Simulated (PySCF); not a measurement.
Correlation energy of Cl(2+) (chlorine, charge +2)

[Ne] 3s2 3p3, high-spin 4S determinant. Computed with PySCF 2.14 in aug-cc-pCVTZ-DK, with the spin-free X2C one-electron Hamiltonian (Gaussian nucleus). Frozen: [Ne]; 5 electrons correlated.

```tsv
level	correlation energy (mhartree)
CCSD	-118.62
(T)	-3.41
CCSD(T)	-122.03
```

Diagnostics: T1 = 0.0031, D1 = 0.0081, largest double amplitude 0.054.

Cost of the coupled-cluster step: about 12 core-seconds, for 5 correlated electrons.
